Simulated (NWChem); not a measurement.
System: C₄H₆OS; SMILES C/C=C1/OCS1

Here is an NWChem input.

```
start job
memory heap 200 mb stack 900 mb global 1100 mb
geometry units angstroms noautoz
  C      0.336070    -2.548318    -0.002195
  C     -0.692703    -1.468180    -0.001194
  C     -0.403904    -0.168519    -0.000371
  O     -1.269283     0.889950    -0.000049
  C     -0.310591     1.928034     0.003283
  S      1.111355     0.766381     0.000302
  H      0.240440    -3.204640     0.879055
  H      1.357035    -2.134886     0.005586
  H      0.250073    -3.194257    -0.892244
  H     -1.755764    -1.728566    -0.001639
  H     -0.372347     2.554548    -0.900900
  H     -0.372324     2.548791     0.911511
end
basis spherical
  * library def2-tzvp
end
dft
  xc becke88 lyp
  iterations 150
  semidirect filesize 400000000
  mulliken
end
task dft energy
```

Coordinates come from a PBE0/def2-SVP optimisation.

Predict the main results of this run. (BLYP/def2-TZVP.) Quantities: energy (Ha); highest occupied level (eV); orbital gap (eV); dipole (D).


| Item | Result |
|---|---|
| energy (Ha) | -629.41 |
| highest occupied level (eV) | -4.67 |
| orbital gap (eV) | 3.18 |
| dipole (D) | 0.97 |
